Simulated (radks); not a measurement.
The numbers below are computed, except where a source is named.
These are the eigenvalues of the occupied orbitals of an atom or ion with whole-number occupations (eV). Level of theory: Dirac Kohn-Sham, PBE, spin-unpolarised, spherical densities, finite nucleus; Fermi nuclear charge, rms radius of each element as measured or else 0.836 A^(1/3) + 0.57 fm (a radial shooting solver on a logarithmic mesh with Libxc functionals).

orbital  eigenvalue
1s1/2     -54376.82
2s1/2     -11099.88
2p1/2     -10695.16
2p3/2     -9939.225
3s1/2     -4104.896
3p1/2     -3944.673
3p3/2     -3763.500
3d3/2     -3517.485

Which element is it, and in what charge state? The configuration may be excited. Open shells, if any, fill j = l - 1/2 first.

Answer. Z = 65, terbium, charge +44: Tb44+ in [Ar] 3d3. The list shows which subshells hold electrons but not how many an open one holds; the 1s level, -1998.3 hartree, gives Z - s = 63.2 by -(Z - s)^2/2, which with screening and relativity narrows Z to a few neighbours, and the depths of the outer levels then fix element, charge and occupations together.
